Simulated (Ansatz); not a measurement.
A CCSD(T) single point on `[SiH3]O/C=C\Br`.

```yaml
crystal:
  periodic: [false, false, false]
  atoms:
    - {symbol: Si, position_ang: [-1.041748, -1.000952, 1.120103]}
    - {symbol: O, position_ang: [-0.450033, -0.273098, -0.247024]}
    - {symbol: C, position_ang: [0.502905, 0.672146, -0.279563]}
    - {symbol: C, position_ang: [1.178372, 1.004078, -1.371034]}
    - {symbol: Br, position_ang: [0.919961, 0.173163, -3.026044]}
    - {symbol: H, position_ang: [-0.100951, -2.043751, 1.600187]}
    - {symbol: H, position_ang: [-1.216434, 0.024929, 2.182292]}
    - {symbol: H, position_ang: [-2.335557, -1.599665, 0.731977]}
    - {symbol: H, position_ang: [0.707098, 1.203903, 0.649368]}
    - {symbol: H, position_ang: [1.919487, 1.788048, -1.357165]}
basis:
  gaussian: {orbitals: def2-TZVPP}
correlation: {method: ccsd_t}
```

```sh
$ ansatz run in.yaml --threads 4 --pin off --events-out ev --progress --plain --max-ram 10444MiB
```

The program prints (abridged):

```
Functional definition: HF
1544 factors; integrals over basis functions are off by at most 7.3e-4 eV
mean field evaluation 1: about -82037.4627 eV, gradient 3.3e1 eV
mean field evaluation 2: about -82037.8029 eV, gradient 3.3e1 eV
mean field evaluation 4: about -82040.5508 eV, gradient 4.8e0 eV
mean field evaluation 8: about -82040.6192 eV, gradient 3.0e-1 eV
mean field -82040.61969352 eV, -3014.9371646076 hartree, gradient 2.6e-6 eV, S^2 0.000000; 0 other end points of the search recorded, 0 dependent functions left out
17 core orbitals not correlated: weight in the atoms' cores, before any rotation towards them, 1.000 or more for the frozen orbitals, at most 0.000 for the correlated occupied ones
reference -82040.61969352 eV, -3014.9371646076 hartree; 20, 20 occupied and 216, 216 virtual orbitals, 1544 factors
second order -25.93794124 eV of doubles, -0.00000000 eV of singles
cycle   1  -26.10115075 eV  change   -1.6e-1 eV  update   1.1e-1
cycle   2  -26.78379710 eV  change   -6.8e-1 eV  update   3.5e-2
cycle   3  -26.93459063 eV  change   -1.5e-1 eV  update   1.8e-2
cycle   4  -26.91858979 eV  change    1.6e-2 eV  update   4.5e-3
cycle   5  -26.91770793 eV  change    8.8e-4 eV  update   1.9e-3
cycle   6  -26.91886695 eV  change   -1.2e-3 eV  update   5.3e-4
cycle   7  -26.91850219 eV  change    3.6e-4 eV  update   1.7e-4
cycle   8  -26.91844944 eV  change    5.3e-5 eV  update   7.5e-5
cycle   9  -26.91848524 eV  change   -3.6e-5 eV  update   2.8e-5
perturbative correction -1.08398267 eV, -0.0398356285 hartree
Total energy: -82068.62216143 eV, -3015.9662363226 hartree
```

Hardware: 4 threads of an Intel Xeon Platinum 8559C on a shared host. Wall time 110 s, peak host memory 5.7 GiB.

The correlation energy is -28.002 eV, 3.9 % of it from (T); the T1 diagnostic reads 0.0107.
